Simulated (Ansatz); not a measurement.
Species: sum formula GeSiH$_{3}$, net charge 0, doublet state. It need not be the lowest isomer of its formula. 
Geometry from a B3LYP-D3(BJ)/def2-TZVP (Ansatz, a quantum-chemistry and plane-wave program) optimisation:
```
Ge
H 1 1.5494
H 1 1.5508 2 106.11
Si 1 2.3442 2 123.56 3 164.05
H 4 1.5216 1 89.91 2 173.93
```
Charge 0, spin multiplicity 2.

Basis-set convergence of Hartree-Fock and MP2 correlation energies (hartree) with Ansatz. Cores are frozen in the correlated levels unless marked. Open shells are spin-unrestricted. No spin-orbit coupling. Frozen are the shells of the preceding noble gas and the d and f shells that filled before the atom's block. Non-relativistic.

The UHF reference is spin-contaminated (<S^2> 0.23 over the pure value in the largest basis). The T1 diagnostic of CCSD in the largest basis is 0.051, which is high, so the coupled-cluster rows are less sure than usual.

```
basis        functions        E(HF)  E(corr, MP2)
-----------  ---------  -----------  ------------
def2-SVPD           86  -2365.61284      -0.16763
def2-TZVPPD        153          ___           ___
```

Problem. Complete the blanks.

Solution. 
- def2-TZVPPD, E(HF): -2365.97590
- def2-TZVPPD, E(corr, MP2): -0.20014
